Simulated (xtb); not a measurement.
C₃H₃F₃, SMILES F[C@H]1CC1(F)F. All values are semi-empirical tight-binding results from xtb (GFN2-xTB unless named), good for trends rather than for accurate numbers. Coordinates come from a GFN2-xTB optimisation. The structure was generated by enumeration; whether it is a known compound was not checked.

Question: Estimate the properties. (Estimate from the structure and the level; the computed values follow.)

Answer: 
```
Item                                           Result
--------------------------------------  -------------
orbital gap                                   9.30 eV
dipole moment                                  2.94 D
zero-point energy                       35.0 kcal/mol
G − E(el) at 298.15 K (modified RRHO)   16.8 kcal/mol
static polarisability (D4 model)           37.3 bohr³
solvation energy, GFN2-xTB/ALPB(water)  -3.2 kcal/mol
solvation energy, GFN2-xTB/ALPB(ether)  -4.0 kcal/mol
```

Computed IR lines (harmonic; lines under 4 % of the strongest left out, lines within 3 cm⁻¹ merged):
ν (cm⁻¹): 427 (w), 446 (w), 555 (w), 736 (w), 835 (w), 943 (m), 1081 (w), 1148 (w), 1186 (vs), 1257 (m), 1456 (s) (against the strongest line: vs over 80 %, s over 45 %, m over 15 %, w over 4 %, vw less)
